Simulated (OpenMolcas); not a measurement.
V²⁺.

* Program: OpenMolcas 26.06
* Method: CASSCF
* Basis: ANO-RCC-VTZP [6s5p3d2f1g]
* Scalar Hamiltonian: DKH2, point nucleus
* Active space: 3 electrons in 5 orbitals (3d)
* State averaging: 2S+1 = 4 even, 10 roots; 2S+1 = 2 even, 40 roots kept (CI in the orbitals of an earlier block)
* Spin-orbit coupling: RASSI with atomic mean-field integrals over the reference wave functions, term energies averaged over their components

Levels without dynamic correlation, in cm⁻¹ above 3d³ ⁴F_3/2:

```csv
Level,E
3d³ ²G_7/2,15007
3d³ ⁴P_1/2,14866
3d³ ²P_1/2,19919
3d³ ²H_9/2,19939
3d³ ²D_3/2(1),21669
3d³ ²F_7/2,34645
```

On this reference, MS-CASPT2, IPEA 0.25 Eh, imaginary shift 0.1 Eh (closed shells correlated: 3s 3p) puts 3d³ ²G_7/2 at 12240 cm⁻¹.

Estimate the other levels at that method by one scale factor, and say how well it serves.

The factor is 12240 / 15007 = 0.816. Scaled values beside those that MS-CASPT2 gives and measured ones (Sugar and Corliss, J. Phys. Chem. Ref. Data 7, 1191 (1978)):
```
        Level  Scaled  MS-CASPT2  Miss (%)  Measured
   3d³ ⁴P_1/2   12131      12080      +0.4     11514
   3d³ ²P_1/2   16254      15880      +2.4     15580
   3d³ ²H_9/2   16270      17490      -7.0     16811
3d³ ²D_3/2(1)   17682      16860      +4.9     16330
   3d³ ²F_7/2   28270      28620      -1.2     27728
```
For these levels the scaled values miss MS-CASPT2 by up to 7.0 %, as correlation changes each term by its own factor, spin-orbit parts do not scale and CASPT2 has its own spread within terms. This holds within one configuration; levels of others move differently, and the target method has errors of its own against measurement.

CASPT2 breaks the degeneracy within a term, and the mean is taken; among the terms shown or strongly mixed into the levels shown the widest spread is 990 cm-1 (3d³ ⁴F, MS-CASPT2). Terms from blocks run as CI alone lack orbitals of their own. Without dynamic correlation excited terms often stand tens of per cent too high (terms of higher spin than the ground term too low), and those without a measured partner can miss by more than the paired ones (holds for CASSCF). The CASPT2 spread within a term exceeds the gap to the next term for 3d³ ⁴P and 3d³ ²G, so the order of their levels is uncertain (holds for MS-CASPT2). Computed and measured levels are paired by configuration, term and J; levels that our copy of the source lacks, or whose pairing is in doubt (as where it misses far off the trend of its configuration), stay unpaired and out of the deviations. Levels of configurations outside the active space are missing.

A number in round brackets counts repeated terms of one configuration in the order of the reference energies.
